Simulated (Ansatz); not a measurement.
An input meant for Mo(OSiH3)4 (Si₄MoO₄H₁₂) (charge 0, triplet).

```yaml
crystal:
  periodic: [false, false, false]
  atoms:
    - {symbol: Mo, position_ang: [-0.369547, 1.084665, 0.154028]}
    - {symbol: O, position_ang: [-1.526949, 0.842257, 1.637975]}
    - {symbol: Si, position_ang: [-2.141219, -0.549302, 2.412199]}
    - {symbol: H, position_ang: [-3.078303, -1.289160, 1.500385]}
    - {symbol: H, position_ang: [-2.898819, -0.054602, 3.611603]}
    - {symbol: H, position_ang: [-1.033412, -1.458250, 2.872032]}
    - {symbol: O, position_ang: [-1.031966, 1.366905, -1.602421]}
    - {symbol: Si, position_ang: [-1.364074, 0.320689, -2.907861]}
    - {symbol: H, position_ang: [-2.535349, -0.563127, -2.583771]}
    - {symbol: H, position_ang: [-0.166215, -0.522416, -3.257853]}
    - {symbol: H, position_ang: [-1.703264, 1.201783, -4.076319]}
    - {symbol: O, position_ang: [1.209724, 2.022340, 0.541920]}
    - {symbol: Si, position_ang: [2.890141, 1.991306, 0.778805]}
    - {symbol: H, position_ang: [3.187160, 2.494410, 2.161881]}
    - {symbol: H, position_ang: [3.532608, 2.882318, -0.244634]}
    - {symbol: H, position_ang: [3.386776, 0.579205, 0.621016]}
    - {symbol: O, position_ang: [-0.356818, -0.839336, -0.136966]}
    - {symbol: Si, position_ang: [0.750855, -2.087247, -0.325679]}
    - {symbol: H, position_ang: [1.397235, -2.434123, 0.993270]}
    - {symbol: H, position_ang: [1.840001, -1.700883, -1.298254]}
    - {symbol: H, position_ang: [0.011434, -3.287422, -0.851356]}
basis:
  gaussian: {orbitals: def2-mTZVP, fitting: {mean_field: cc-pVTZ-jkfit}}
magnetization: {spin_polarized: false, initial_magnetization: 2}
hamiltonian: {xc: {name: r2SCANh}, dispersion: d4}
scf: {lower_state_search: light}
```

```sh
$ ansatz run in.yaml --threads 4 --pin off --events-out ev --progress --plain --max-ram 6963MiB
```

Output, abridged:

```
Functional definition: r2SCANh
Error: [file] the basis set cc-pVTZ-JKFIT has no functions for Mo
```

Hardware: 4 threads of Arm Neoverse V1 on a shared host. Wall time 0.3 s.

In the def2 sets Mo takes a core potential; there is no spin–orbit coupling.

With spin_polarized false and unpaired electrons the run is restricted open-shell.
